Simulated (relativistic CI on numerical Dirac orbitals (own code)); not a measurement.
## How well does a small relativistic CI reproduce Sm II?

Computed by Dirac-Coulomb-Breit CI, separate exchange-only KLI orbitals for each configuration, a model potential for QED, valence Slater integrals scaled by 0.85, P86 correlation energy added to each configuration (own radial code, finite nucleus).

Configuration list (outside the closed core [Xe]): 4f⁶6s, 4f⁶5d, 4f⁶6p, 4f⁵6s², 4f⁷, 4f⁶7s, 4f⁴6s²5d, 4f⁴6s²6f, 4f⁵6s8s, 4f⁵7s². The list is cut by size and lacks configurations that can hold low levels.

```csv
Configuration,Term (tabulated),J,Measured (cm⁻¹),Computed,Error,Purity (%)
4f⁶6s,8F,1/2,0.0,0,0,94
4f⁶6s,8F,3/2,326.6,341,15,94
4f⁶6s,8F,5/2,838.2,869,31,95
4f⁶6s,8F,7/2,1489.2,1537,47,96
4f⁶6s,6F,1/2,1518.3,2266,748,94
4f⁶6s,6F,3/2,2003.2,2764,761,94
4f⁶6s,8F,9/2,2238.0,2301,63,96
4f⁶6s,6F,5/2,2688.7,3473,784,95
4f⁶6s,8F,11/2,3052.7,3132,79,97
4f⁶6s,6F,7/2,3499.1,4312,813,96
4f⁶6s,8F,13/2,3909.6,4003,93,96
4f⁶6s,6F,9/2,4386.0,5230,844,96
4f⁶6s,6F,11/2,5317.6,6191,873,96
4f⁶5d,8H,3/2,7135.1,4528,-2607,95
4f⁶5d,8H,5/2,7524.9,4896,-2629,96
4f⁶5d,8H,7/2,8046.0,5389,-2657,96
4f⁶5d,8D,3/2,8578.7,6490,-2088,79
4f⁶5d,8H,9/2,8679.2,5988,-2692,97
4f⁶5d,8H,11/2,9406.6,6675,-2732,97
4f⁶5d,8D,5/2,9410.0,7024,-2386,85
4f⁶5d,8D,7/2,10180.7,7681,-2500,87
4f⁶5d,8H,13/2,10214.4,7434,-2780,97
4f⁶5d,8D,9/2,10960.2,8463,-2497,89
4f⁶5d,8H,15/2,11094.1,8253,-2841,97
4f⁶5d,8D,11/2,11791.0,9358,-2433,91
4f⁶5d,8H,17/2,12045.1,9125,-2920,97
```

Measured levels from NIST Handbook of Basic Atomic Spectroscopic Data (Sansonetti and Martin, J. Phys. Chem. Ref. Data 34, 1559 (2005)); pairs were made by configuration, J and term (by order where the table uses no LS term), so strongly mixed levels may be paired wrongly.

Mean error by configuration (cm⁻¹): 4f⁶6s 429; 4f⁶5d -2597. Over the excited levels the mean absolute error is 1557 cm⁻¹ (25 of the 37 excited levels that our extract of the source holds in range could be paired, and the others can miss by more), and the median relative error of those above 1,000 cm⁻¹ is 25 %.
